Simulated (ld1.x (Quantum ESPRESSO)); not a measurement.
# Transferability test, TM potential for samarium

Sm, norm-conserving Troullier–Martins (Kleinman–Bylander form), made with ld1.x (Quantum ESPRESSO) 7.5 (PBEsol, scalar-relativistic). Core [Kr] 4d10, reference 4f6 5s2 5p6 5d0 6s1.5 6p0 (charge +0.5). Waves: 5s (bound): rc 1.80 bohr; 5p (bound): rc 2.00 bohr; 5d (bound, empty): rc 3.60 bohr; 4f (bound): rc 0.75 bohr. Local part: all-electron potential smoothed inside 2.10 bohr (lloc = -1). Core correction: none.

Occupied shells without a wave of their own: 6s. They enter only through the test configuration that unscreens the potential.

Energies are relative to the spin-unpolarised reference configuration 4f6 5s2 5p6 5d0 6s1.5 6p0; without spin polarisation the order of configurations can differ from experiment.

```json
{"valence configuration": "4f6 5s2 5p6 5d0 6s2 6p0", "charge": "0", "ΔE all-electron (eV)": "-2.379", "error AE − PS (meV)": "-23"}
{"valence configuration": "4f6 5s2 5p6 5d0 6s0 6p0", "charge": "+2", "ΔE all-electron (eV)": "14.572", "error AE − PS (meV)": "+125"}
{"valence configuration": "4f5 5s2 5p6 5d1 6s2 6p0", "charge": "0", "ΔE all-electron (eV)": "0.590", "error AE − PS (meV)": "-268"}
{"valence configuration": "4f6 5s2 5p6 5d0.5 6s1.5 6p0", "charge": "0", "ΔE all-electron (eV)": "-1.398", "error AE − PS (meV)": "+0.1"}
{"valence configuration": "4f6 5s2 5p6 5d1 6s0 6p0", "charge": "+1", "ΔE all-electron (eV)": "4.952", "error AE − PS (meV)": "+85"}
{"valence configuration": "4f6 5s2 5p6 5d1 6s1 6p0", "charge": "0", "ΔE all-electron (eV)": "-0.367", "error AE − PS (meV)": "+20"}
```

Question: What are ΔE and the potential's error for 4f6 5s2 5p6 5d0 6s1 6p0?

Answer: ΔE = 3.585 eV all-electron; the error (AE − PS) is +31 meV.

Levels in the configuration 4f6 5s2 5p6 5d0.5 6s1.5 6p0:

| level | all-electron (eV) | pseudo (eV) |
| --- | --- | --- |
| 4f | -1.930 | -1.958 |
| 5s | -42.672 | -42.679 |
| 5p | -22.659 | -22.658 |
| 5d | -1.371 | -1.370 |
| 6s | -3.391 | -3.345 |

ld1.x printed “convergence not achieved” for 7 of the counted tests; their residual had stalled under 1e-8, short of the target of 1e-14. The 6s level has no wave, so the channel is fitted at the deeper level alone: the likely source of the large errors.
